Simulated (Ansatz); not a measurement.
# Competing steps

Reactants: SiH₂SF₂ ([F][SiH]([F])[SH]) (brackets give SMILES or just the links). Saddle points were found for several chosen steps; others may exist. Gas-phase electronic energies, without zero-point energy, by CCSD(T) at an estimated basis limit (MP2 extrapolated from triple and quadruple zeta, plus CCSD(T) − MP2 in triple zeta); Ansatz 0.2.0, def2-TZVPP and QZVPP, frozen cores, on PBE0-D4/def2-TZVP structures. Extrapolation: Hartree–Fock as exp(−7.88 √X), correlation as X^−2.97. No counterpoise correction.

Problem. Rank the steps by the energy of their saddle points, lowest first, and give each saddle's height above the lowest. (An estimate is asked for; the value comes from the calculation.)
A. 1,2-elimination, to SiSF₂ ([F][Si]([F])[S]) + H₂ (breaks or loosens H–S, H–Si; forms H–H)
B. 1,1-elimination, to SiF₂ + H₂S (breaks or loosens H–Si, S–Si; forms H–S)

Solution. By the calculation: A (0.000 eV), B (0.832 eV). Heights count from the lowest.

The lowest of these saddles lies at 2.277 eV relative to the reactant.

Problem. Does the lowest of these saddles lead to the lowest end structure (the products still in contact)? (Judge from chemistry; the calculation decides.)

Solution. Computed: Yes. Relative to the reactant, the ends lie at 1.507 (SiSF₂ ([F][Si]([F])[S]) + H₂); 1.946 (SiF₂ + H₂S) eV.

T1 diagnostic: at most 0.016. The restricted Hartree–Fock reference is unstable towards an unrestricted one at one or more of these structures.

For scale, one of the runs: CCSD(T)/def2-TZVPP, 174 basis functions, launched by `ansatz run in.yaml --threads 2 --pin off --events-out ev --progress --plain --max-ram 4352MiB`. Time: 52 s of wall clock on 2 CPU threads of an Arm Neoverse V1; the host was shared. Peak host memory: 1.5 GiB.
